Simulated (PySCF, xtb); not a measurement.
**Isomers of C8H6BF3Se in order of energy**

7 gas-phase structures of C8H6BF3Se, from a drawn sample of its isomers (lower ones may exist). Each was relaxed with GFN2-xTB; where two conformers were screened, the lower at r2SCAN-D4/def2-SVP is listed:

A. `FB(F)c1ccc2c(c1)[Se][C@@H](F)C2`, a singlet
B. `FB(F)c1ccc(F)c2c1[Se]CC2`, a singlet
C. `FB(F)c1cc2c(cc1F)CC[Se]2`, a singlet
D. `CC#CB1C=CC=C(C(F)(F)F)[Se]1`, a singlet
E. `FB(F)[C@@H]1C[Se]c2cc(F)ccc21`, a singlet
F. `FB(F)c1ccc2c(c1)[C@@H](F)C[Se]2`, a singlet
G. `FB(F)c1cc2c(cc1F)[Se]CC2`, a singlet

Question: Estimate their order in r2SCAN-D4/def2-SVP energy at these geometries, lowest first.

Answer: Calculated order at r2SCAN-D4/def2-SVP: B (0.0), G (2.7), C (8.7), F (15.3), A (17.1), E (33.0), D (431.3) kJ/mol. Less than 1 kcal/mol parts B and G; F and A, so the order within those pairs means little.

Energies above the lowest of each column, in kJ/mol; the last columns are at PBE0-D3(BJ)/def2-SVP geometries and were run for some of them only (a dash: not run or not comparable):

```
structure  GFN2-xTB  HF/STO-3G  r2SCAN-D4/def2-SVP  PBE0-D3(BJ)/def2-SVP  PBE0-D4/def2-TZVP
        B       0.0        6.9                 0.0                   0.0                0.0
        G       7.4        0.0                 2.7                   4.0                3.9
        C      10.6        2.9                 8.7                   9.0                9.0
        F      21.7       29.6                15.3                     –                  –
        A      17.7       27.2                17.1                     –                  –
        E      24.5       33.1                33.0                     –                  –
        D     437.8      505.9               431.3                 439.2              437.1
```

PBE0-D4/def2-TZVP has B and G within 1 kcal/mol of each other at the bottom, and every level picks one of them. Flexible structures stand in one conformer each, not always the lowest. D keeps a small imaginary mode. Frequencies (GFN2-xTB) were run for B, C, D, G alone.

Over these structures GFN2-xTB departs from r2SCAN-D4/def2-SVP by 3.7 kJ/mol on average once a common shift is removed. A GFN2-xTB relaxation took about 0.13 s and the r2SCAN-D4/def2-SVP energy about 20 s on a shared host (PySCF 2.14.0, xtb 6.7.1).
